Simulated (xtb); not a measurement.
O$_{3}$, charge -1, doublet, from a rough starting geometry (a state made from the parent by changing its charge; the spin is typed, not shown lowest); xtb with GFN2-xTB.

The xtb input:
```
$ xtb mol.xyz --gfn 2 --chrg -1 --uhf 1 --opt vtight --json

# file mol.xyz
3

O      1.03175179    -0.24664107     0.07840882
O     -0.02582918     0.47618886     0.01478280
O     -1.10241788    -0.24921645    -0.01797773
```

### Question
Predict the main parts of the log of this xtb run.

### Answer

```
   ID    Z sym.   atoms
    1    8 O      1-3

           -------------------------------------------------
          |                Calculation Setup                |
           -------------------------------------------------

           -------------------------------------------------
          |                 G F N 2 - x T B                 |
           -------------------------------------------------

          ...................................................
          :                      SETUP                      :
          :.................................................:
          :  # basis functions                  12          :
          :  # atomic orbitals                  12          :
          :  # shells                            6          :
          :  # electrons                        19          :
          :  max. iterations                   250          :
          :  Hamiltonian                  GFN2-xTB          :
          :  restarted?                      false          :
          :  GBSA solvation                  false          :
          :  PC potential                    false          :
          :  electronic temp.          300.0000000     K    :
          :  accuracy                    1.0000000          :
          :  -> integral cutoff          0.2500000E+02      :
          :  -> integral neglect         0.1000000E-07      :
          :  -> SCF convergence          0.1000000E-05 Eh   :
          :  -> wf. convergence          0.1000000E-03 e    :
          :  Broyden damping             0.4000000          :
          :  net charge                         -1          :
          :  unpaired electrons                  1          :
          ...................................................

 iter      E             dE          RMSdq      gap      omega  full diag
   1    -12.1802306 -0.121802E+02  0.719E+00    9.52       0.0  T
   2    -12.2018636 -0.216329E-01  0.424E+00    9.49       1.0  T
   3    -12.2023648 -0.501179E-03  0.168E+00    9.48       1.0  T
   4    -12.2024807 -0.115924E-03  0.235E-01    9.50       1.0  T
   5    -12.2025544 -0.737049E-04  0.126E-01    9.49       1.0  T
   6    -12.2025611 -0.670907E-05  0.231E-02    9.49       2.5  T
   7    -12.2025616 -0.489816E-06  0.967E-03    9.49       6.0  T
   8    -12.2025616 -0.176251E-07  0.491E-04    9.48     117.7  T
   9    -12.2025616 -0.216867E-09  0.181E-04    9.48     318.5  T

   *** convergence criteria satisfied after 9 iterations ***

         :::::::::::::::::::::::::::::::::::::::::::::::::::::
         ::                     SUMMARY                     ::
         :::::::::::::::::::::::::::::::::::::::::::::::::::::
         :: total energy             -12.195358475972 Eh    ::
         :: gradient norm              0.084604870840 Eh/a0 ::
         :: HOMO-LUMO gap              9.484875772004 eV    ::
         ::.................................................::
         :: SCC energy               -12.202561606029 Eh    ::
         :: -> isotropic ES            0.199910787606 Eh    ::
         :: -> anisotropic ES         -0.017696263382 Eh    ::
         :: -> anisotropic XC         -0.021174029605 Eh    ::
         :: -> dispersion             -0.000778473378 Eh    ::
         :: repulsion energy           0.007203130057 Eh    ::
         :: add. restraining           0.000000000000 Eh    ::
         :: total charge              -1.000000000000 e     ::
         :::::::::::::::::::::::::::::::::::::::::::::::::::::

      -----------------------------------------------------------
     |                   =====================                   |
     |                        A N C O P T                        |
     |                   =====================                   |
     |               Approximate Normal Coordinate               |
     |                Rational Function Optimizer                |
      -----------------------------------------------------------
      -----------------------------------------------------------
     |                   =====================                   |
     |                        A N C O P T                        |
     |                   =====================                   |
     |               Approximate Normal Coordinate               |
     |                Rational Function Optimizer                |
      -----------------------------------------------------------

          ...................................................
          :                      SETUP                      :
          :.................................................:
          :   optimization level         verytight          :
          :   max. optcycles                   200          :
          :   ANC micro-cycles                  20          :
          :   degrees of freedom                 3          :
          :.................................................:
          :   RF solver                   davidson          :
          :   write xtbopt.log                true          :
          :   linear?                        false          :
          :   energy convergence         0.1000000E-06 Eh   :
          :   grad. convergence          0.2000000E-03 Eh/α :
          :   maxmium RF displ.          1.0000000          :
          :   Hlow (freq-cutoff)         0.1000000E-01      :
          :   Hmax (freq-cutoff)         5.0000000          :
          :   S6 in model hess.         20.0000000          :
          ...................................................

generating ANC from exact Hessian ...
Using Lindh-Hessian (1995)
 Shifting diagonal of input Hessian by    0.0000000000000000
 Lowest  eigenvalues of input Hessian
    0.000000    0.000000    0.000000    0.000000    0.000000    0.000000
    0.334565    1.371121    1.806692
 Highest eigenvalues
    0.000000    0.000000    0.000000    0.334565    1.371121    1.806692

[...]
 * total energy  :   -12.1953585 Eh     change       -0.4484413E-10 Eh
 * total energy  :   -12.2009752 Eh     change       -0.5616720E-02 Eh
 * total energy  :   -12.2014212 Eh     change       -0.4459553E-03 Eh
 * total energy  :   -12.2014316 Eh     change       -0.1047303E-04 Eh
 * total energy  :   -12.2014324 Eh     change       -0.7947589E-06 Eh
 * total energy  :   -12.2014325 Eh     change       -0.8991552E-07 Eh
   *** GEOMETRY OPTIMIZATION CONVERGED AFTER 6 ITERATIONS ***
[...]

          ...................................................
          :                      SETUP                      :
          :.................................................:
          :  # basis functions                  12          :
          :  # atomic orbitals                  12          :
          :  # shells                            6          :
          :  # electrons                        19          :
          :  max. iterations                   250          :
          :  Hamiltonian                  GFN2-xTB          :
          :  restarted?                      false          :
          :  GBSA solvation                  false          :
          :  PC potential                    false          :
          :  electronic temp.          300.0000000     K    :
          :  accuracy                    1.0000000          :
          :  -> integral cutoff          0.2500000E+02      :
          :  -> integral neglect         0.1000000E-07      :
          :  -> SCF convergence          0.1000000E-05 Eh   :
          :  -> wf. convergence          0.1000000E-03 e    :
          :  Broyden damping             0.4000000          :
          :  net charge                         -1          :
          :  unpaired electrons                  1          :
          ...................................................

 iter      E             dE          RMSdq      gap      omega  full diag
   1    -12.2060014 -0.122060E+02  0.191E-05    7.60       0.0  T
   2    -12.2060014 -0.119016E-12  0.134E-05    7.60    4302.7  T
   3    -12.2060014 -0.119016E-12  0.588E-06    7.60    9823.2  T

   *** convergence criteria satisfied after 3 iterations ***

         :::::::::::::::::::::::::::::::::::::::::::::::::::::
         ::                     SUMMARY                     ::
         :::::::::::::::::::::::::::::::::::::::::::::::::::::
         :: total energy             -12.201432509486 Eh    ::
         :: gradient norm              0.000073126478 Eh/a0 ::
         :: HOMO-LUMO gap              7.597631605205 eV    ::
         ::.................................................::
         :: SCC energy               -12.206001390366 Eh    ::
         :: -> isotropic ES            0.194593401266 Eh    ::
         :: -> anisotropic ES         -0.016795461754 Eh    ::
         :: -> anisotropic XC         -0.016469874219 Eh    ::
         :: -> dispersion             -0.000775304794 Eh    ::
         :: repulsion energy           0.004568880880 Eh    ::
         :: add. restraining           0.000000000000 Eh    ::
         :: total charge              -1.000000000000 e     ::
         :::::::::::::::::::::::::::::::::::::::::::::::::::::

           -------------------------------------------------
          |                Property Printout                |
           -------------------------------------------------

    * Orbital Energies and Occupations

         #    Occupation            Energy/Eh            Energy/eV
      -------------------------------------------------------------
         1        2.0000           -0.5029192             -13.6851
         2        2.0000           -0.4645046             -12.6398
         3        2.0000           -0.4204890             -11.4421
         4        2.0000           -0.3508246              -9.5464
         5        2.0000           -0.3468653              -9.4387
         6        2.0000           -0.3460548              -9.4166
         7        2.0000           -0.2062664              -5.6128
         8        2.0000           -0.1916941              -5.2163
         9        2.0000           -0.1844954              -5.0204
        10        1.0000           -0.1217497              -3.3130 (HOMO)
        11                          0.1574582               4.2847 (LUMO)
        12                          0.2887463               7.8572
      -------------------------------------------------------------
                  HL-Gap            0.2792078 Eh            7.5976 eV
             Fermi-level           -0.0676341 Eh           -1.8404 eV

     #   Z          covCN         q      C6AA      α(0)
     1   8 O        0.967    -0.490    23.496     6.502
     2   8 O        1.933    -0.021    14.728     5.183
     3   8 O        0.967    -0.490    23.496     6.502

 Mol. C6AA /au·bohr⁶  :        183.118104
 Mol. C8AA /au·bohr⁸  :       3695.423079
 Mol. α(0) /au        :         18.186118

Wiberg/Mayer (AO) data.
largest (>0.10) Wiberg bond orders for each atom

 ---------------------------------------------------------------------------
     #   Z sym  total        # sym  WBO       # sym  WBO       # sym  WBO
 ---------------------------------------------------------------------------
     1   8 O    1.521 --     2 O    1.185     3 O    0.336
     2   8 O    2.370 --     3 O    1.185     1 O    1.185
     3   8 O    1.521 --     2 O    1.185     1 O    0.336
 ---------------------------------------------------------------------------

Topologies differ in total number of bonds
Writing topology from bond orders to xtbtopo.mol

molecular dipole:
                 x           y           z       tot (Debye)
 q only:        0.061       0.423      -0.056
   full:        0.061       0.477      -0.058       1.232
molecular quadrupole (traceless):
                xx          xy          yy          xz          yz          zz
 q only:       -4.408      -0.036       2.053      -0.301       0.037       2.356
  q+dip:       -6.595      -0.041       2.589      -0.475       0.065       4.006
   full:       -5.950      -0.042       2.193      -0.434       0.069       3.757

optimized geometry written to: xtbopt.xyz

           -------------------------------------------------
          | TOTAL ENERGY              -12.201432509486 Eh   |
          | GRADIENT NORM               0.000073126478 Eh/α |
          | HOMO-LUMO GAP               7.597631605205 eV   |
           -------------------------------------------------
```
